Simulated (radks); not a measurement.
Results of a calculation; reference values are marked as such.
Problem. Valence configurations of Pd+ (all share [Kr]). Level of theory: Dirac Kohn-Sham, PBEsol, spin-unpolarised, spherical densities, finite nucleus; open shells fill j = l - 1/2 first; Fermi nuclear charge, rms radius 4.5318 fm (a radial shooting solver on a logarithmic mesh with Libxc functionals). Order these by energy: 4d7 5p2; 4d8 5s1; 4d7.5 5p1.5; 4d7 5s0.5 5p1.5; 4d9; 4d8.5 5p0.5; 4d8 5p1; 4d7 5s2; 4d7 5s1 5p1; 4d6 5s1 5p2.

Solution. From the lowest, in eV above it: 4d9 0.000; 4d8 5s1 4.324; 4d8.5 5p0.5 4.386; 4d8 5p1 9.484; 4d7 5s2 10.623; 4d7.5 5p1.5 15.324; 4d7 5s1 5p1 16.227; 4d7 5s0.5 5p1.5 19.069; 4d7 5p2 21.938; 4d6 5s1 5p2 31.331. NIST lists [Kr] 4d9 as the ground configuration; this level of theory agrees among the configurations tried. The energies are those of spherical spin-averaged densities, not of single terms.
